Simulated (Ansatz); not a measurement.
`FC(F)C1(F)OC1(F)F`. The species carries charge 0 and has multiplicity 1. All single points use the PBE0-D4/def2-TZVP geometry. It is one conformer, not always the lowest.

```xyz
10

F     0.811   -1.879    0.663
C     0.160   -0.752    1.010
F     0.654   -0.319    2.184
C     0.399    0.300   -0.049
F     1.682    0.621   -0.185
O    -0.501    1.403   -0.030
C    -0.528    0.587   -1.126
F    -0.124    1.104   -2.269
F    -1.646   -0.100   -1.320
H    -0.906   -0.965    1.123
```

What is the dipole moment at PBE/def2-TZVPP? (Estimate.)

The calculation gave: 1.24 D, with components (-1.08, -0.61, -0.04) D in this frame, pointing from negative to positive charge.

And with r2SCAN, B3LYP, ωB97M-V? (Estimate.)

Computed: r2SCAN 1.30 D, B3LYP 1.37 D, ωB97M-V 1.37 D.

Give the Mulliken charges with PBE, B3LYP, r2SCAN in def2-TZVPP. (An estimate is asked.)

The calculation gave: 
```
atom    PBE  B3LYP  r2SCAN
  F1  -0.14  -0.18   -0.18
  C2   0.24   0.31    0.34
  F3  -0.14  -0.18   -0.18
  C4   0.16   0.22    0.22
  F5  -0.12  -0.16   -0.16
  O6  -0.19  -0.26   -0.26
  C7   0.37   0.48    0.48
  F8  -0.11  -0.15   -0.15
  F9  -0.13  -0.17   -0.17
 H10   0.07   0.09    0.05
```

B3LYP here is the variant with VWN-RPA as its local correlation; programs differ in this.
